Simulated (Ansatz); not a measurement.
Geometry optimisation, RKS PBE0/6-31G (Ansatz 0.2.0).

input.yaml

```yaml
crystal:
  periodic: [false, false, false]
  atoms:
    - { symbol: C, position_ang: [0.6553, -0.624, 2.2983] }
    - { symbol: O, position_ang: [1.0674, -0.8509, 0.9713] }
    - { symbol: Si, position_ang: [0.5431, 0.1457, -0.2925] }
    - { symbol: Si, position_ang: [1.4153, -0.6858, -2.3151] }
    - { symbol: C, position_ang: [-1.2862, 0.314, -0.4615] }
    - { symbol: "N", position_ang: [-1.8743, 1.0322, 0.7087] }
    - { symbol: H, position_ang: [-0.4266, -0.8318, 2.3897] }
    - { symbol: H, position_ang: [1.2057, -1.1985, 2.9721] }
    - { symbol: H, position_ang: [0.7843, 0.4808, 2.6177] }
    - { symbol: H, position_ang: [1.1688, 1.4961, -0.0341] }
    - { symbol: H, position_ang: [0.7375, -2.0345, -2.56] }
    - { symbol: H, position_ang: [0.9439, 0.2234, -3.3956] }
    - { symbol: H, position_ang: [2.7767, -0.7804, -2.3457] }
    - { symbol: H, position_ang: [-1.5626, 0.8891, -1.3362] }
    - { symbol: H, position_ang: [-1.7443, -0.6868, -0.521] }
    - { symbol: H, position_ang: [-1.5472, 2.0204, 0.7491] }
    - { symbol: H, position_ang: [-2.8757, 1.0908, 0.595] }
basis:
  gaussian: { orbitals: "6-31G" }
hamiltonian:
  xc: pbe0
relax:
  f_tol: 0.015
  max_steps: 40
```

Launched with:

```bash
$ ansatz run input.yaml --threads 1 --pin off --max-ram 2048MiB --backend cpu --events-out ev --progress --plain --runs-dir out
```

**Question.** Where does it end, and by what steps?

**Answer.** The forces met the threshold. Limits of this set-up: no polarisation functions. After 8 steps the energy has fallen by 0.636 eV; H9 moved furthest, 0.46 Å.

| step | energy less start (eV) | largest force component (eV/Å) | accepted |
| --- | --- | --- | --- |
| 0 | 0.0000 | 3.449 | yes |
| 1 | -0.4968 | 1.095 | yes |
| 2 | -0.5982 | 0.565 | yes |
| 3 | -0.6015 | 0.411 | yes |
| 4 | -0.6240 | 0.391 | yes |
| 5 | -0.6307 | 0.262 | yes |
| 6 | -0.6348 | 0.080 | yes |
| 7 | -0.6354 | 0.019 | yes |
| 8 | -0.6355 | 0.011 | yes |

```xyz
17
Properties=species:S:1:pos:R:3
C 0.696 -0.620 2.307
O 0.955 -0.873 0.910
Si 0.467 0.203 -0.364
Si 1.446 -0.691 -2.304
C -1.443 0.360 -0.490
N -1.930 1.130 0.648
H -0.377 -0.520 2.502
H 1.096 -1.470 2.863
H 1.200 0.296 2.644
H 0.983 1.602 -0.067
H 0.883 -2.053 -2.603
H 1.143 0.201 -3.481
H 2.938 -0.799 -2.168
H -1.725 0.756 -1.485
H -1.849 -0.657 -0.431
H -1.584 2.077 0.715
H -2.918 1.058 0.845
```

The run took 31 s on 1 thread of AMD EPYC 9R45 96-Core Processor (Zen 5) (shared host), peak memory 0.23 GiB.
